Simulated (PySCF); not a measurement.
C2H6Mg, singlet, geometry from GFN2-xTB (such geometries of metal compounds can be far from the true shape). Base run: PBE0/6-31G (PySCF).

PySCF was given this input:
```python
from pyscf import gto, scf, dft

mol = gto.M(
    atom='''
Mg   -0.01819889    0.66989224    0.10834056
C     1.43542092   -0.14320832   -1.21160084
H     1.86730763   -1.00768391   -0.70053360
H     2.25335339    0.50190837   -1.53163332
H     0.92848128   -0.51145758   -2.10691079
C    -1.41524937   -0.59434568    1.09173900
H    -1.51373670   -1.46845797    0.44255515
H    -2.41245308   -0.18855395    1.26350581
H    -1.02559520   -0.93913775    2.05210105
''',
    basis='6-31g',
    verbose=5,
)

mf = dft.RKS(mol)
mf.xc = 'pbe0'
mf.kernel()
mo_i, mo_e, stable_i, stable_e = mf.stability(internal=True, external=True, return_status=True, nroots=6, tol=1e-6)
print('internally stable:', stable_i, ' externally stable:', stable_e)
if not stable_e:
    umf = mf.to_uhf() if not hasattr(mf, 'xc') else mf.to_uks()
    umf.scf_summary = {}
    umf.kernel(umf.make_rdm1(mo_e, umf.mo_occ))
mf.analyze()
```

The bond that is stretched is that between atoms 8 and 6. A test that says stable can miss a lower solution.

Each row names what was changed in the base input (with any setting that the change needs).

| change | ΔE vs base (eV) | <S^2> | E after following the instability (Eh) | <S^2> there | HOMO-LUMO gap (eV) | stability test says |
|---|---|---|---|---|---|---|
| base | 0.00 | 0.000 | - | - | 4.38 | stable |
| bond × 1.25 | 0.73 | 0.000 | - | - | 4.42 | stable |
| bond × 1.5 | 2.00 | 0.000 | - | - | 4.46 | stable |
| bond × 1.8 | 3.40 | 0.000 | - | - | 4.47 | stable |
| bond × 2.2 | 4.81 | 0.000 | -279.44011 | 0.00 | 3.90 | external instability |
| bond × 3.0 | 6.37 | 0.000 | -279.43947 | 0.99 | 2.00 | external instability |

Where a bond breaks into two radicals, a solution with restricted orbitals usually stops being the lowest and lies too high; an unrestricted one lies lower at the price of spin contamination, which <S^2> shows.
